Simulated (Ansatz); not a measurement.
BaF, SMILES [F][Ba], multiplicity 2. Atoms are numbered in the order given.

```xyz
2

Ba     0.0000     0.0000    -0.3732
F      0.0000     0.0000     1.8044
```
Charge 0, spin multiplicity 2.

Geometry optimised at B3LYP-D3(BJ)/def2-TZVPD. The multiplicity is an assumed one; other spin states were not compared. The def2 effective core potentials stand for the cores of Ba; spin–orbit coupling is left out.

Two levels are set side by side: PBE-D3(BJ)/def2-TZVPD (Ansatz, an electronic-structure program) and B3LYP-D3(BJ)/def2-TZVPD (Ansatz). Each level has its own optimised geometry; the coordinates shown are those of the second. Differences are taken from unrounded values.

| quantity | B3LYP-D3(BJ) | PBE-D3(BJ) | PBE-D3(BJ) minus B3LYP-D3(BJ) |
|---|---|---|---|
| bond Ba1–F2 (Å) | 2.178 | 2.166 | -0.011 |

On these quantities the two levels nearly agree.
